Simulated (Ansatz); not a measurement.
Calculated with Ansatz (gas phase, PBE0-D4/def2-TZVP geometries, no zero-point term in ΔE). CCSD(T)/CBS adds triple-zeta CCSD(T) − MP2 to the extrapolated MP2 energy (def2 sets, frozen cores). This one scheme is used for every species. DFT in def2-TZVPP. def2 core potentials past Kr. For In outer-core shells are correlated without core-valence functions, which leaves a few kJ/mol of doubt a bond. One conformer a species, not always the lowest.

Reaction (cleavage of the In–Si bond): `N[SiH2][InH][F]` + H–F → `[F][InH][F]` + `N[SiH3]`

```csv
species,revPBE energy (Eh)
`N[SiH2][InH][F]`,-637.29891
H–F,-100.45745
`[F][InH][F]`,-390.54518
`N[SiH3]`,-347.22028
```

**Question.** Work out ΔE.

**Answer.** ΔE = (-390.54518) + (-347.22028) − (-637.29891) − (-100.45745) = -0.00910 Eh = -23.9 kJ/mol. CCSD(T)/CBS gives -21.7 kJ/mol.

Largest T1 diagnostic among the species: 0.017.

In def2-TZVPP, CCSD(T) changes the Hartree–Fock value by +29.7 kJ/mol (the triples alone add +1.4 kJ/mol) and MP2 by +32.2 kJ/mol. Leaving LDA and LC-ωPBE aside and taking each functional with its dispersion term where it has one, the values, not all of them listed here, spread over 23.0 kJ/mol, from B97M-V to HSE06-D4. LDA lies +18.6 kJ/mol from PBE without D4. From r2SCAN to r2SCAN0 (25 % exact exchange), in def2-TZVPP and without D4, ΔE moves by +5.5 kJ/mol.
